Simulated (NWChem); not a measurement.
System meant: C$_{2}$H$_{8}$N cation; SMILES CC[NH3+]

Here is an NWChem input.

```
start job
memory heap 200 mb stack 900 mb global 1100 mb
charge 1
geometry units angstroms noautoz
  C      0.276312    -1.303644     0.000000
  C     -0.610380    -0.070355     0.000000
  N      0.240108     1.205058     0.000000
  H     -0.364416    -2.190533     0.000000
  H      0.908462    -1.355498    -0.893180
  H      0.908462    -1.355498     0.893180
  H     -1.241810    -0.004287     0.888808
  H     -1.241810    -0.004287    -0.888808
  H     -0.339432     2.054145     0.000000
  H      0.849351     1.244005     0.827370
  H      0.849351     1.244005    -0.827370
end
basis spherical
  * library def2-svp
end
dft
  odft
  mult 2
  xc xpbe96 cpbe96
  iterations 150
  mulliken
end
task dft energy
```

End of the output:

```
 Summary of "ao basis" -> "" (spherical)
 ------------------------------------------------------------------------------
       Tag                 Description            Shells   Functions and Types
 ---------------- ------------------------------  ------  ---------------------
 *                          def2-svp                  on all atoms

  pbe96 is a nonlocal functional; adding pw91lda local functional.

                                 NWChem DFT Module
                                 -----------------

 Summary of "ao basis" -> "ao basis" (spherical)
 ------------------------------------------------------------------------------
       Tag                 Description            Shells   Functions and Types
 ---------------- ------------------------------  ------  ---------------------
 C                          def2-svp                 6       14   3s2p1d
 N                          def2-svp                 6       14   3s2p1d
 H                          def2-svp                 3        5   2s1p

 Summary of "ao basis" -> "ao basis" (spherical)
 ------------------------------------------------------------------------------
       Tag                 Description            Shells   Functions and Types
 ---------------- ------------------------------  ------  ---------------------
 C                          def2-svp                 6       14   3s2p1d
 N                          def2-svp                 6       14   3s2p1d
 H                          def2-svp                 3        5   2s1p

      Symmetry analysis of basis
      --------------------------

        a'         53
        a"         29

  number of electrons :                   26
  multiplicity        :                    2
 ------------------------------------------------------------------------
  no. of electrons and multiplicity not compatible                  26
 ------------------------------------------------------------------------
 ------------------------------------------------------------------------
  current input line :
    27: task dft energy
 ------------------------------------------------------------------------
 ------------------------------------------------------------------------
 There is an error in the input file
 ------------------------------------------------------------------------
 For more information see the NWChem manual at https://nwchemgit.github.io

0: no. of electrons and multiplicity not compatible:Received an Error in Communication
```

Question: Find the fault in this run and fix the input.

Answer: The input was rejected before any calculation. Cause: the multiplicity doesn't fit the number of electrons (an even count wants an odd multiplicity, and the reverse). This input runs:
```
start job
memory heap 200 mb stack 900 mb global 1100 mb
charge 1
geometry units angstroms noautoz
  C      0.276312    -1.303644     0.000000
  C     -0.610380    -0.070355     0.000000
  N      0.240108     1.205058     0.000000
  H     -0.364416    -2.190533     0.000000
  H      0.908462    -1.355498    -0.893180
  H      0.908462    -1.355498     0.893180
  H     -1.241810    -0.004287     0.888808
  H     -1.241810    -0.004287    -0.888808
  H     -0.339432     2.054145     0.000000
  H      0.849351     1.244005     0.827370
  H      0.849351     1.244005    -0.827370
end
basis spherical
  * library def2-svp
end
dft
  xc xpbe96 cpbe96
  iterations 150
  mulliken
end
task dft energy
```
It converges to -135.24630 Ha (PBE/def2-SVP).
